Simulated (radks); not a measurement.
Minus the highest occupied eigenvalue as an estimate of the ionisation energy, Zr to Zr19+. The LB94 potential has the -1/r tail that LDA and GGA lack but no energy functional. All-electron calculation, scalar-relativistic Kohn-Sham, LB94 model potential, spin-polarised, spherical densities, finite nucleus; open shells are filled with parallel spins first (spin-orbit coupling, left out, can overturn this in heavy ions); Fermi nuclear charge, rms radius 4.2694 fm. Program: a radial shooting solver on a logarithmic mesh with Libxc functionals.

Zr: configuration [Kr] 4d2 5s2; HOMO 5s down; -e(HOMO) (eV) 7.131; <r> (bohr) 3.59; IE, NIST (eV) 6.634; kind exp.
Zr+: configuration [Kr] 4d2 5s1; HOMO 5s up; -e(HOMO) (eV) 14.482; <r> (bohr) 3.25; IE, NIST (eV) 13.130; kind exp.
Zr2+: configuration [Kr] 4d2; HOMO 4d up; -e(HOMO) (eV) 23.814; <r> (bohr) 1.96; IE, NIST (eV) 23.170; kind semi-emp.
Zr3+: configuration [Kr] 4d1; HOMO 4d up; -e(HOMO) (eV) 35.516; <r> (bohr) 1.81; IE, NIST (eV) 34.418; kind exp.
Zr4+: configuration [Kr]; HOMO 4p; -e(HOMO) (eV) 80.822; <r> (bohr) 1.32; IE, NIST (eV) 80.35; kind semi-emp.
Zr5+: configuration [Ar] 3d10 4s2 4p5; HOMO 4p down; -e(HOMO) (eV) 97.526; <r> (bohr) 1.28; IE, NIST (eV) 96.38; kind semi-emp.
Zr6+: configuration [Ar] 3d10 4s2 4p4; HOMO 4p down; -e(HOMO) (eV) 115.03; <r> (bohr) 1.24; IE, NIST (eV) 112; kind theory
Zr7+: configuration [Ar] 3d10 4s2 4p3; HOMO 4p up; -e(HOMO) (eV) 134.61; <r> (bohr) 1.22; IE, NIST (eV) 133.7; kind semi-emp.
Zr8+: configuration [Ar] 3d10 4s2 4p2; HOMO 4p up; -e(HOMO) (eV) 153.38; <r> (bohr) 1.19; IE, NIST (eV) 153; kind theory
Zr9+: configuration [Ar] 3d10 4s2 4p1; HOMO 4p up; -e(HOMO) (eV) 172.83; <r> (bohr) 1.16; IE, NIST (eV) 172.02; kind semi-emp.
Zr10+: configuration [Ar] 3d10 4s2; HOMO 4s; -e(HOMO) (eV) 220.02; <r> (bohr) 1.06; IE, NIST (eV) 214.9; kind semi-emp.
Zr11+: configuration [Ar] 3d10 4s1; HOMO 4s up; -e(HOMO) (eV) 242.35; <r> (bohr) 1.04; IE, NIST (eV) 236.25; kind exp.
Zr12+: configuration [Ar] 3d10; HOMO 3d; -e(HOMO) (eV) 423.92; <r> (bohr) 0.441; IE, NIST (eV) 426; kind theory
Zr13+: configuration [Ar] 3d9; HOMO 3d down; -e(HOMO) (eV) 470.75; <r> (bohr) 0.432; IE, NIST (eV) 470; kind theory
Zr14+: configuration [Ar] 3d8; HOMO 3d down; -e(HOMO) (eV) 519.17; <r> (bohr) 0.423; IE, NIST (eV) 520; kind theory
Zr15+: configuration [Ar] 3d7; HOMO 3d down; -e(HOMO) (eV) 569.11; <r> (bohr) 0.414; IE, NIST (eV) 573; kind theory
Zr16+: configuration [Ar] 3d6; HOMO 3d down; -e(HOMO) (eV) 620.49; <r> (bohr) 0.405; IE, NIST (eV) 622; kind theory
Zr17+: configuration [Ar] 3d5; HOMO 3d up; -e(HOMO) (eV) 684.58; <r> (bohr) 0.396; IE, NIST (eV) 690; kind theory
Zr18+: configuration [Ar] 3d4; HOMO 3d up; -e(HOMO) (eV) 740.03; <r> (bohr) 0.389; IE, NIST (eV) 745; kind theory
Zr19+: configuration [Ar] 3d3; HOMO 3d up; -e(HOMO) (eV) 796.95; <r> (bohr) 0.382; IE, NIST (eV) 803; kind theory

Reference values: NIST Atomic Spectra Database (exp. = measured, semi-emp. = semi-empirical, theory = theoretical value adopted there). Open shells are spherical and high-spin; term and fine-structure splittings are not resolved.
